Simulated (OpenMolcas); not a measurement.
## Co5+: the spin-orbit constant, Racah parameters, worked from levels

```yaml
Program: OpenMolcas 26.06
Basis: ANO-RCC-VTZP [6s5p3d2f1g]
Scalar_Hamiltonian: DKH2, point nucleus
Active_space: 4 electrons in 10 orbitals (3d 4d)
State_averaging: 2S+1 = 5 even, 5 roots; 2S+1 = 3 even, 45 roots; 2S+1 = 1 even, 44 roots
Spin-orbit_coupling: state interaction with AMFI integrals over the reference wave functions, term energies averaged over their components
```

Methods: CASSCF; MS-CASPT2, IPEA 0.25 Eh, imaginary shift 0.1 Eh (closed shells correlated: 3s 3p). Measured levels: Sugar and Corliss, J. Phys. Chem. Ref. Data 10, 1097 (1981).

**The spin-orbit constant.** For the Hund term 5D of d4, E(J) = (A/2) J(J+1) + constant and ζ = 2S·A = 4A. From J = 0 to J = 4 the energy changes by 10 A.

```
   Source  E(4) - E(0)      A    ζ
   CASSCF       1989.2  198.9  796
MS-CASPT2       1995.9  199.6  798
 measured       1781.6  178.2  713
```

All in cm-1. MS-CASPT2 is off by +12.0 % and CASSCF by +11.7 %. Both methods take the spin-orbit matrix elements from the reference wave functions, so the second can move ζ only through the term energies and any multistate remixing. Second-order mixing with other terms is absorbed into this ζ.

**Racah parameters.** Above 5D, d4 has 3G at 9B + 4C, 3H at 4B + 4C and 3D at 16B + 4C. The first two fix B and C, and the third tests them; where it misses by thousands of cm-1, two parameters do not describe the configuration (Trees and configuration-interaction terms are left out) and B and C hang on the terms chosen. Term energies are centres of gravity, weighted by 2J + 1.

```
   Source     3G     3H     B     C   C/B  3D from B, C  3D found
   CASSCF  37705  29700  1601  5824  3.64         48912     48433
MS-CASPT2  35061  29075  1197  6072  5.07         43440     42739
 measured  33415  27759  1131  5809  5.14         41332     40722
```

Energies in cm-1. From CASSCF to MS-CASPT2, B changes by -25.2 % and C by +4.3 %. Against the measured terms, MS-CASPT2 has B off by +5.8 % and C by +4.5 %.

Term energies are means over components that CASPT2 splits; among the terms shown or strongly mixed into the levels shown the widest spread is 300 cm-1 (3d4 3H, MS-CASPT2). Active for correlation alone: 4d; no level in the range computed is led by a configuration that fills it, so any true level of that kind is missing. Without dynamic correlation excited terms often stand tens of per cent too high (terms of higher spin than the ground term too low), and those without a measured partner can miss by more than the paired ones (holds for CASSCF). Measured partners are found by configuration, term and J. A level has none where our copy of the source lacks it or the pairing is in doubt (some pairs that miss far off the trend of their configuration count as doubtful), and it then counts in no deviation. Levels of configurations outside the active space are missing.
